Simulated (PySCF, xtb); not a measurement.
C₃H₈BNO, SMILES COB(C=C)N.

GFN2-xTB in xtb at its own geometry gives an orbital gap of 4.69 eV and a dipole moment of 2.51 D.

Coordinates come from a PBE0-D3(BJ)/def2-SVP optimisation. The values are those of a single conformer.

What does PBE/def2-TZVP in PySCF give? (Estimate from the structure and the level; the computed values follow.)

gap 4.92 eV (levels -6.18 and -1.25 eV), dipole 2.20 D.
